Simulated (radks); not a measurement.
Dy22+, 44 electrons, occupied as [Kr] 4d8. Method: Dirac Kohn-Sham, relativistic LDA (MacDonald-Vosko exchange, VWN5 correlation), spin-unpolarised, spherical densities, finite nucleus; open shells fill j = l - 1/2 first; Fermi nuclear charge, rms radius 5.2218 fm; computed with a radial shooting solver on a logarithmic mesh with Libxc functionals.

Spin-orbit splittings of the eigenvalues, e(l+1/2) - e(l-1/2), with zeta = 2 splitting/(2l+1) and mean radii in bohr:

| shell | occ. | splitting (eV) | zeta (eV) | <r> j=l-1/2 | <r> j=l+1/2 |
|---|---|---|---|---|---|
| 2p | 6 | 790.6 | 527.1 | 0.07461 | 0.08164 |
| 3p | 6 | 165.4 | 110.3 | 0.2237 | 0.2368 |
| 3d | 10 | 36.29 | 14.52 | 0.2091 | 0.2131 |
| 4p | 6 | 43.54 | 29.02 | 0.5074 | 0.5306 |
| 4d | 8 | 8.839 | 3.536 | 0.5345 | 0.5414 |
